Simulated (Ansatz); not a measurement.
Total energies of Be2I2⁺ from Ansatz at PBE0-D4/def2-TZVP, gas phase (1 Eh = 27.2114 eV = 2625.5 kJ/mol). The reference geometry is relaxed at r2SCAN-D4/def2-TZVP.

```xyz
4

Be   -1.4368    1.1252   -1.6281
Be    0.5341   -0.4196    0.6169
I    -1.3854    0.8302    0.7469
I     2.2881   -1.5358    0.2643
```

| state | geometry | energy (Eh) |
| --- | --- | --- |
| charge 1 doublet | reference | -624.66348 |
| charge 0 singlet | reference | -624.88825 |
| charge 1 quartet | relaxed at r2SCAN-D4/def2-TZVP | -624.55883 |

In the def2 sets I takes a core potential; there is no spin–orbit coupling.

(1) Work out the vertical electron affinity, to the singlet.

(2) Which of the charge 1 states is lowest, and how far above it are the others?

(1) E(charge 1 doublet) − E(charge 0 singlet) = -624.66348 − (-624.88825) = 0.22477 Eh = 6.12 eV.

(2) The doublet. quartet: -624.55883 − (-624.66348) = 0.10465 Eh = 274.8 kJ/mol.

The structure comes from a short search, and lower isomers may exist.
